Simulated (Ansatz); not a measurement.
C3H7BN2 (`CBC(N)C#N`). The species carries charge 0 and has multiplicity 1. The structure was optimised at the PBE0-D4/def2-TZVP level. It is one conformer, not always the lowest.

```xyz
13

C     1.751    0.561   -0.564
B     0.761   -0.107    0.415
C    -0.808   -0.004    0.263
N    -1.548   -1.106    0.846
C    -1.222    0.233   -1.114
N    -1.530    0.438   -2.203
H     1.320    1.326   -1.212
H     2.662    0.927   -0.088
H     2.073   -0.258   -1.229
H     1.146   -0.720    1.373
H    -0.963    0.973    0.782
H    -2.517   -0.871    1.011
H    -1.125   -1.391    1.719
```

Question: What is the dipole moment at ωB97M-V/def2-TZVPP? (An estimate is asked.)

Answer: The calculation gave: 4.37 D, with components (1.40, 0.36, 4.12) D in this frame, pointing from negative to positive charge.

Question: And with PBE, r2SCAN, B3LYP? (An estimate is asked.)

Answer: The calculation gave: PBE 4.25 D, r2SCAN 4.38 D, B3LYP 4.38 D.

Question: Give the Mulliken charges with ωB97M-V, PBE, B3LYP in def2-TZVPP. (Best estimate.)

Answer: Computed: 
| atom | ωB97M-V | PBE | B3LYP |
| --- | --- | --- | --- |
| C1 | -0.32 | -0.29 | -0.28 |
| B2 | -0.05 | 0.02 | 0.01 |
| C3 | 0.08 | 0.14 | 0.13 |
| N4 | -0.28 | -0.34 | -0.34 |
| C5 | -0.21 | -0.35 | -0.26 |
| N6 | -0.02 | 0.08 | 0.02 |
| H7 | 0.12 | 0.11 | 0.11 |
| H8 | 0.12 | 0.11 | 0.11 |
| H9 | 0.13 | 0.11 | 0.10 |
| H10 | 0.07 | 0.01 | 0.02 |
| H11 | 0.14 | 0.11 | 0.10 |
| H12 | 0.11 | 0.15 | 0.14 |
| H13 | 0.11 | 0.15 | 0.14 |

B3LYP here is the variant with VWN-RPA as its local correlation; programs differ in this.
